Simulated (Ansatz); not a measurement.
System: 2,3-dihydro-1,4-diselenine, C4H6Se2, net charge 0, singlet state. 
Geometry from a B3LYP-D3(BJ)/def2-TZVP (Ansatz, a quantum-chemistry and plane-wave program) optimisation:
```xyz
12

C      1.6141    -0.1618    -0.2022
C      1.2598     0.9325     0.4645
Se    -0.4758     1.5664     0.9148
C     -1.5679     0.3615    -0.1948
C     -1.1884    -1.1007    -0.0567
Se     0.5272    -1.5526    -0.9102
H      2.6638    -0.3487    -0.3940
H      2.0283     1.6069     0.8223
H     -2.5837     0.5290     0.1660
H     -1.5062     0.6931    -1.2282
H     -1.9092    -1.7338    -0.5760
H     -1.1458    -1.4042     0.9861
```

Basis-set convergence of Hartree-Fock and MP2 correlation energies (hartree) with Ansatz. Correlated levels leave the core frozen unless marked. Spin-orbit coupling is left out. The frozen core is the preceding noble-gas configuration, with the filled d and f shells of earlier blocks. No relativistic terms.

```json
[
 {"basis": "cc-pVDZ", "functions": "140", "E(HF)": "-4954.56047", "E(corr, MP2)": "-0.77671"},
 {"basis": "cc-pVTZ", "functions": "290", "E(HF)": "-4954.75761", "E(corr, MP2)": "-0.96706"},
 {"basis": "cc-pVQZ", "functions": "536", "E(HF)": "-4954.77383", "E(corr, MP2)": "-1.03623"}
]
```

Extrapolating the two largest sets (X = 3 and 4) as X^-3: E(corr) = (64·(-1.03623) - 27·(-0.96706))/37 = -1.0867 Eh, an estimate of the basis-set limit. The largest set recovers 95.4 % of it, the smallest 71.5 %.
